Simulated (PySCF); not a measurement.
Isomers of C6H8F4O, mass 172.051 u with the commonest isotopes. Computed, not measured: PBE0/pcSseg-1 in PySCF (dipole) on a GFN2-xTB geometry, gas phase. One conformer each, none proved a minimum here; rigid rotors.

**Question.** Order these by rotational constant A, smallest first.
A. `[CH3:1][C:2]([CH3:3])([CH2:4][C:5]([F:6])([F:7])[F:8])[C:9](=[O:10])[F:11]` with C1–C2–C4–C5 170°, C1–C2–C9–O10 94°
B. `[CH3:1][CH:2]([CH3:3])[C@@H:4]([F:5])[C:6]([F:7])([F:8])[C:9](=[O:10])[F:11]` with C1–C2–C4–F5 -56°, C2–C4–C6–F7 138°, C4–C6–C9–O10 90°
C. `[F:1][C:2]([F:3])([F:4])[C@@:5]1([F:6])[CH2:7][CH2:8][CH2:9][O:10][CH2:11]1` with C2–C5–C7–C8 173°, C5–C7–C8–C9 -54°, C7–C8–C9–O10 60°, C8–C9–O10–C11 -62°

**Answer.** B (1621 MHz), A (1725 MHz), C (1990 MHz).

**Question.** Order these by rotational constant C, largest first.
A. `[CH3:1][CH:2]([CH3:3])[C@@H:4]([F:5])[C:6]([F:7])([F:8])[C:9](=[O:10])[F:11]` with C1–C2–C4–F5 -56°, C2–C4–C6–F7 138°, C4–C6–C9–O10 90°
B. `[CH3:1][C:2]([CH3:3])([CH2:4][C:5]([F:6])([F:7])[F:8])[C:9](=[O:10])[F:11]` with C1–C2–C4–C5 170°, C1–C2–C9–O10 94°
C. `[F:1][C:2]([F:3])([F:4])[C@@:5]1([F:6])[CH2:7][CH2:8][CH2:9][O:10][CH2:11]1` with C2–C5–C7–C8 173°, C5–C7–C8–C9 -54°, C7–C8–C9–O10 60°, C8–C9–O10–C11 -62°

**Answer.** A (795.0 MHz), C (774.3 MHz), B (724.8 MHz).

**Question.** Order these by out-of-plane moment Σ m c² = (Ia + Ib − Ic)/2, largest first.
A. `[CH3:1][CH:2]([CH3:3])[C@@H:4]([F:5])[C:6]([F:7])([F:8])[C:9](=[O:10])[F:11]` with C1–C2–C4–F5 -56°, C2–C4–C6–F7 138°, C4–C6–C9–O10 90°
B. `[CH3:1][C:2]([CH3:3])([CH2:4][C:5]([F:6])([F:7])[F:8])[C:9](=[O:10])[F:11]` with C1–C2–C4–C5 170°, C1–C2–C9–O10 94°
C. `[F:1][C:2]([F:3])([F:4])[C@@:5]1([F:6])[CH2:7][CH2:8][CH2:9][O:10][CH2:11]1` with C2–C5–C7–C8 173°, C5–C7–C8–C9 -54°, C7–C8–C9–O10 60°, C8–C9–O10–C11 -62°

**Answer.** A (147.60 u·Å²), B (115.09 u·Å²), C (111.15 u·Å²).

```csv
SMILES,point group,Ia (u·Å²),Ib (u·Å²),Ic (u·Å²),κ,μa (D),μb (D),μc (D)
FC(F)(F)[C@@]1(F)CCCOC1,C1,253.90,621.04,652.65,-0.94,1.81,1.18,1.80
CC(C)[C@@H](F)C(F)(F)C(=O)F,C1,311.70,619.18,635.69,-0.95,2.57,1.38,0.12
CC(C)(CC(F)(F)F)C(=O)F,C1,292.91,634.51,697.25,-0.86,0.89,3.60,1.23
```
